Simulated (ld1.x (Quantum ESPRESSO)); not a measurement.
**Configuration tests for titanium (RRKJ)**

```
Element                 : Ti (Z = 22)
Generator               : ld1.x (Quantum ESPRESSO) 7.5
Type                    : norm-conserving RRKJ (Kleinman–Bylander form)
Functional              : revPBE
Relativity              : non-relativistic
Frozen core             : [Ne]
Valence charge          : 12
Reference configuration : 3s2 3p6 3d2 4s2 4p0
Partial waves           : 3s (bound): rc 1.25 bohr; 3p (bound): rc 1.70 bohr; 3d (bound): rc 2.20 bohr
Local potential         : the d channel
Core correction         : none
rho0                    : 0.02
```

Occupied shells without a wave of their own: 4s. They enter only through the test configuration that unscreens the potential.

Energies are relative to the spin-unpolarised reference configuration 3s2 3p6 3d2 4s2 4p0; without spin polarisation the order of configurations can differ from experiment.

Question: Give the all-electron excitation energy and the error of the potential for: 3s2 3p6 3d2 4s1 4p0; 3s2 3p6 3d2 4s0 4p0; 3s2 3p6 3d1 4s0 4p0; 3s2 3p6 3d3 4s0 4p0; 3s2 3p6 3d3 4s1 4p0; 3s2 3p6 3d2 4s0 4p2; 3s2 3p6 3d2 4s1.5 4p0.

Answer:

| valence configuration | charge | ΔE all-electron (eV) | error AE − PS (meV) |
| --- | --- | --- | --- |
| 3s2 3p6 3d2 4s1 4p0 | +1 | 7.218 | +287 |
| 3s2 3p6 3d2 4s0 4p0 | +2 | 20.553 | +669 |
| 3s2 3p6 3d1 4s0 4p0 | +3 | 47.572 | +874 |
| 3s2 3p6 3d3 4s0 4p0 | +1 | 7.048 | +558 |
| 3s2 3p6 3d3 4s1 4p0 | 0 | 0.950 | +227 |
| 3s2 3p6 3d2 4s0 4p2 | 0 | 6.087 | +111 |
| 3s2 3p6 3d2 4s1.5 4p0 | +0.5 | 2.886 | +128 |

Levels in the configuration 3s2 3p6 3d2 4s0 4p0:

```
level  all-electron (eV)  pseudo (eV)
   3s            -77.689      -77.652
   3p            -54.608      -54.550
   3d            -19.709      -19.615
```

The 4s level has no wave, so the channel is fitted at the deeper level alone: the likely source of the large errors.
